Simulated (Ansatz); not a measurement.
Job for Ansatz (a quantum-chemistry and plane-wave program): R-B3LYP/def2-TZVPP on H2Pb (SMILES [PbH2]). Elements past Kr take the def2 small-core potentials; no spin–orbit coupling.

Ansatz 0.2 input:
```yaml
crystal:
  periodic: [false, false, false]
  atoms:
    - {symbol: Pb, position_ang: [0.00420212, -0.00041552, 0.03087325]}
    - {symbol: H, position_ang: [-0.18766253, -1.29823509, -1.28141241]}
    - {symbol: H, position_ang: [-0.15691139, 1.33230746, -1.25019398]}
basis:
  gaussian:
    orbitals: def2-TZVPP
hamiltonian:
  xc: {name: B3LYP}
accuracy: high
relax: {f_tol: 0.0005, max_steps: 60}
scf: {lower_state_search: off}
output: {forces: true}
```

Task: What total energy does the run end on?

Result: -194.1042 hartree.

Task: How many basis functions does it have, and what does it roughly cost on one machine?

Result: 78 functions; roughly 16 core-seconds.
